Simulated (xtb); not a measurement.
Here is a job for xtb.
```
$ xtb mol.xyz --gfn 2 --uhf 1 --etemp 3000 --json

# file mol.xyz
4

F     -0.61970144     1.10330442    -0.05681889
C     -0.00906407    -0.00843182     0.30888598
F     -0.64050898    -1.08653107    -0.11720652
F      1.26625314    -0.01115214    -0.03189858
```

Task: What does this run give for the total energy (a free energy at this electronic temperature), partial charges in atom order, dipole moment?

Result: 
| Property | Value |
|---|---|
| total energy (a free energy at this electronic temperature) | -16.249957 Ha |
| partial charges in atom order | F1 -0.13, C2 0.40, F3 -0.13, F4 -0.13 |
| dipole moment | 0.65 D |
